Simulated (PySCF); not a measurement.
# Yb(II) with different ligands

Computed with PySCF 2.14.0, PBE0, def2-SVP on the ligands, density fitting, scalar-relativistic core potentials, no spin-orbit coupling, vacuum. The metal has def2-SVP with ECP28. Each complex is relaxed within the symmetry of a template of the same shape. Distances are means of the shortest metal–ligand contacts, charges and spins Mulliken's; removal energies are rigid, with the ligand's formal charge and no counterpoise, so too large; for an anion taken off a cation in vacuum most of it is the attraction of opposite charges, and multiply charged cations can part far more cheaply with an electron moved from ligand to metal.

| complex | point group | M–first ligand (Å) | charge on M (e) | HOMO–LUMO gap (eV) | removal of one first-named ligand (eV) | strongest infrared band, degenerate modes summed (cm⁻¹) | unstable modes (below −25 cm⁻¹) |
| --- | --- | --- | --- | --- | --- | --- | --- |
| [Yb(H2CO)]2+ | C2v | 2.190 | 1.74 | 6.18 | 3.01 | 1753 | 0 |
| [Yb(NH3)]2+ | C3v | 2.418 | 1.70 | 6.23 | 3.06 | 3493 | 0 |
| [Yb(HCN)]2+ | C∞v | 2.343 | 1.77 | 6.44 | 2.84 | 2246 | 0 |
| [Yb(H2O)]2+ | C2v | 2.271 | 1.77 | 6.34 | 2.76 | 576 | 0 |
| [Yb(CO)]2+ | C∞v | 2.652 | 1.82 | 6.82 | 1.31 | 2396 | 0 |

Task: What does the calculation give for [Yb(PH3)]2+?

Result: point group: C3v, M–first ligand (Å): 2.967, charge on M (e): 1.58, HOMO–LUMO gap (eV): 6.05, removal of one first-named ligand (eV): 2.42, unstable modes (below −25 cm⁻¹): 0.
```xyz
5

Yb    0.0000    0.0000   -0.4038
P     0.0000    0.0000    2.5630
H     1.2742    0.0000    3.1853
H    -0.6371    1.1035    3.1853
H    -0.6371   -1.1035    3.1853
```

One start shape was tried for each, so a minimum needn't be the lowest isomer.
